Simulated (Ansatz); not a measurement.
The cluster H4Au3, relaxed as a doublet with UKS PBE-D4/def2-TZVP in Ansatz, starting from the GFN1-xTB geometry. Force threshold 0.02 eV/Å.

In the def2 sets Au takes a core potential; there is no spin–orbit coupling. The relaxation made no stability test and no search for a lower SCF solution. No other spin state of charge 0 was run. Another isomer (doublet) lies 0.62 eV lower at PBE0-D4/def2-TZVP; other spin states weren't run for this one.

Start:

| atom | x (Å) | y (Å) | z (Å) |
| --- | --- | --- | --- |
| Au1 | -0.591 | 1.391 | 0.612 |
| Au2 | -0.661 | -1.022 | 1.275 |
| Au3 | 0.548 | -0.314 | -0.810 |
| H4 | -0.416 | 2.786 | 0.014 |
| H5 | 1.199 | -1.448 | -1.564 |
| H6 | -1.200 | -1.870 | 2.450 |
| H7 | 1.120 | 0.477 | -1.977 |

| step | energy (eV) | largest force component (eV/Å) | SCF passes |
| --- | --- | --- | --- |
| 1 | -11148.3312 | 2.057 | 20 |
| 2 | -11148.9616 | 0.624 | 28 |
| 3 | -11149.0337 | 0.114 | 28 |
| 4 | -11149.0532 | 0.230 | 23 |
| 5 | -11149.0634 | 0.538 | 26 |
| 6 | -11149.0749 | 0.351 | 27 |
| 7 (rejected) | -11149.0586 | 0.857 | 22 |
| 8 | -11149.0879 | 0.042 | 22 |
| 9 | -11149.0881 | 0.011 | 22 |

Force components are those of the run's own axes.

End:

```xyz
7

Au   -0.6757    1.3046    0.7830
Au   -0.5888   -1.3344    1.2723
Au    0.6146   -0.1878   -0.9688
H    -0.5318    2.7643    0.2093
H     1.2302   -1.4399   -1.6644
H    -1.3883   -1.5249    2.6522
H     1.3398    0.4181   -2.2835
```

By distances, no bond broke or formed. The bond that changes most is Au2–Au3, from 2.51 to 2.79 Å (atoms count from 1).

No frequencies were taken in this run, so the end may be a saddle point.

Hardware: 4 threads of Arm Neoverse V2 on a shared host. Wall time 17 s.
